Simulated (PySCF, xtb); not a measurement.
CH₂F, SMILES F[CH2], multiplicity 2.

Harmonic wavenumbers (cm⁻¹) from GFN2-xTB (xtb 6.7.1) at its own minimum, in rising order: 331, 1052, 1193, 1321, 3132, 3203.

Question: What does PBE-D3(BJ)/def2-TZVPD in PySCF 2.14.0 give at its own minimum? (Estimate from the structure and the level; the computed values follow.)

Answer: 458, 1129, 1153, 1411, 3063, 3219. Paired by order, the mean absolute difference is 70 cm⁻¹ and the zero-point energies are 14.6 and 14.9 kcal/mol.
